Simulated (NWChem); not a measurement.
System: CH$_{4}$FGa; SMILES [CH3][GaH][F]

NWChem input:

```
start job
memory heap 200 mb stack 900 mb global 1100 mb
geometry units angstroms noautoz
  Ga    -0.307313    -0.067584    -0.000102
  H     -1.823011    -0.448326    -0.001014
  F      0.748003    -1.481715     0.001184
  C      0.619101     1.649668     0.000986
  H      0.351252     2.228299     0.898965
  H      0.324261     2.246475    -0.876241
  H      1.707805     1.501115    -0.016267
end
basis spherical
  Ga library def2-svp
  H library def2-svp
  F library def2-svp
  C library def2-svp
end
dft
  xc b3lyp
  iterations 150
  mulliken
end
task dft energy
```

The geometry was optimised at PBE0/def2-SVP.

Q: What results follow from this input? (B3LYP/def2-SVP.) Quantities: energy (Ha); highest occupied level (eV); orbital gap (eV); dipole (D).

A: The energy (Ha) is -2064.94. The highest occupied level (eV) is -8.09, the orbital gap (eV) is 6.81 and the dipole (D) comes out as 2.55.
